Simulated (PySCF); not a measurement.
1,2,4-triazole cation (C2H3N3), SMILES c1nc[nH]n1 (connectivity only; charge and spin as stated), charge +1, multiplicity 2. Atoms are numbered in the order given.

```xyz
8

C      0.0761     1.1971     0.0000
N      1.0797     0.3066     0.0000
C      0.6385    -0.9480     0.0000
N     -0.6749    -0.8295     0.0000
N     -1.0135     0.4688     0.0000
H      0.1364     2.2855     0.0000
H      1.2429    -1.8565     0.0000
H     -1.4052    -1.5446     0.0000
```
Charge +1, spin multiplicity 2.

Geometry optimised at PBE0-D3(BJ)/def2-SVP. The multiplicity is an assumed one; other spin states were not compared.

Computed with PySCF with B3LYP/pcH-1.

Unrestricted Kohn–Sham, ⟨S²⟩ = 0.756. Hyperfine tensors hold the contact and dipolar terms, without spin-orbit corrections.

Computed hyperfine couplings:
```csv
nucleus,A(iso) (MHz),A(iso) (G),dipolar principal values (MHz)
13C no. 1,-50.7,-18.1,"-19.0, -5.3, 24.3"
14N no. 2,92.1,32.9,"-33.4, -28.3, 61.8"
13C no. 3,92.4,33.0,"-10.7, -0.8, 11.5"
14N no. 4,39.6,14.1,"-1.7, -0.8, 2.5"
14N no. 5,30.3,10.8,"-20.3, -16.5, 36.8"
1H no. 6,-3.8,-1.3,"-7.5, -1.1, 8.6"
1H no. 7,-1.0,-0.3,"-5.5, -3.5, 9.0"
1H no. 8,-5.9,-2.1,"-5.1, -2.5, 7.6"
```

Question: And the g tensor (effective nuclear charges for spin-orbit coupling, GIAO)? (Estimate from the structure and the level; the computed values follow.)

Answer: principal values 2.0022, 2.0028, 2.0033; isotropic 2.0028.
